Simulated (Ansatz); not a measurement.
`[OH][AlH][SbH][Cl]` + `N[SiH3]` → `[OH][AlH][NH][SiH3]` + `[Cl][SbH2]`  (cleavage of the Al–Sb bond)

Computed with Ansatz on PBE0-D4/def2-TZVP structures; ΔE is electronic, products minus reactants. CBS: MP2 limit from def2 TZ/QZ plus the TZ coupled-cluster correction, frozen cores. This one scheme is used for every species. DFT in def2-TZVPP. Elements past krypton have def2 core potentials. For Sb outer-core shells are correlated without core-valence functions, which leaves a few kJ/mol of doubt a bond. Each species was taken in one conformer, which may not be the lowest.

CCSD(T)/CBS gives -40.5 kJ/mol.

(1) Another level gave -49.4 kJ/mol. Which?
A. CAM-B3LYP/def2-TZVPP
B. revPBE/def2-TZVPP
C. B97M-V/def2-TZVPP
D. r2SCAN-D4/def2-TZVPP

(2) What do rigid-rotor, harmonic-oscillator terms from PBE0-D4/def2-TZVP frequencies (298.15 K, 1 bar) make of the CCSD(T)/CBS value? (Estimate.)

Largest T1 diagnostic among the species: 0.014.

## Answers

(1) A. CAM-B3LYP -49.4, r2SCAN-D4 -42.5, revPBE -29.7, B97M-V -54.4 kJ/mol.

(2) Computed: ΔZPE = -8.2 kJ/mol, ΔH = -50.2 kJ/mol, ΔS = -5 J/(mol·K), ΔG = -48.8 kJ/mol.

At CCSD(T), def2-SVP lies −10.7 kJ/mol from the extrapolated value and def2-TZVPP −7.0 kJ/mol. From BLYP to BHLYP (50 % exact exchange), in def2-TZVPP and without D4, ΔE moves by −6.6 kJ/mol. In def2-TZVPP, CCSD(T) changes the Hartree–Fock value by +6.8 kJ/mol (the triples alone add +2.0 kJ/mol) and MP2 by +9.4 kJ/mol.
